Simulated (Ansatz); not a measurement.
A nudged elastic band was laid between two geometries of GeH4O2 + H2O (10 atoms, charge 0, multiplicity 1).

Level of theory: Ansatz 0.2.0, RKS r2SCAN-D4/def2-mTZVP.

```yaml
movable_images: 5
climbing_image: yes
spring: 5.0 eV/Å²
optimiser: quadratic models (default)
start_path: through a guess of the saddle point
force_threshold: 0.05 eV/Å
iteration_limit: 60
end_points: relaxed
```

Initial state:

```xyz
10
Properties=species:S:1:pos:R:3
Ge -0.521 -0.221 -0.026
H -0.909 0.252 1.370
O 1.213 0.200 -0.195
H 1.435 0.437 -1.107
O -1.396 0.725 -1.257
H -1.762 0.169 -1.957
H -0.723 -1.722 -0.304
O 1.930 1.765 2.079
H 1.834 1.266 1.248
H 2.696 1.360 2.506
```

Final state:

```xyz
10
Properties=species:S:1:pos:R:3
Ge 0.426 -0.033 -0.252
H -0.616 0.611 3.522
O 1.054 -0.196 -1.909
H 2.021 -0.224 -1.934
O -1.105 0.820 -0.485
H -1.202 1.090 -1.410
H 0.229 -1.354 0.482
O 1.536 0.917 0.756
H 1.510 1.858 0.532
H -0.054 0.741 3.053
```

**Question.** Which bonds break or form, and what moves?

**Answer.** Bonds broken: Ge1–H2, O8–H10. Bonds formed: Ge1–O8, H2–H10. GeH4O2 + H2O becomes GeH4O3 + H2.

**Question.** Give the energies along the band, and the barrier.

**Answer.** It converged. The highest image is number 3 of 0 to 6, 1.85 eV above the first end and 2.04 eV above the last; the last end lies 0.19 eV below the first. Neighbouring images differ by up to 1.8 eV, so the band resolves the path poorly. A vibrational analysis at the climbing image gives one clearly imaginary mode, 1420i cm⁻¹: a first-order saddle point. The orbitals stay closed-shell, which can raise the energy where a bond breaks towards radicals; this wasn't checked here.

```
image  path coordinate (Å)  energy (eV)  Ge1–H2 (Å)  O8–H10 (Å)  Ge1–O8 (Å)
    0                 0.00         0.00        1.52        0.97        3.79
    1                 1.61         0.01        1.52        0.97        3.59
    2                 3.22         0.08        1.53        0.97        2.77
    3                 4.84         1.85        1.93        1.26        1.95
    4                 6.29         0.07        3.04        2.15        1.77
    5                 7.74        -0.14        3.64        2.46        1.77
    6                 9.19        -0.19        3.97        2.80        1.78
```

**Question.** What is the geometry of the highest image?

**Answer.** 
```xyz
10
Properties=species:S:1:pos:R:3
Ge 0.183 0.181 0.067
H -0.129 -0.038 1.961
O 1.814 0.062 -0.668
H 1.929 -0.774 -1.141
O -1.022 1.207 -0.727
H -1.700 0.672 -1.164
H -0.350 -1.275 -0.067
O 0.852 1.682 1.111
H 1.823 1.693 1.071
H 0.395 0.822 1.915
```

Run time: 4.1 min on 4 threads of Arm Neoverse V2 (shared host), peak memory 0.2 GiB.
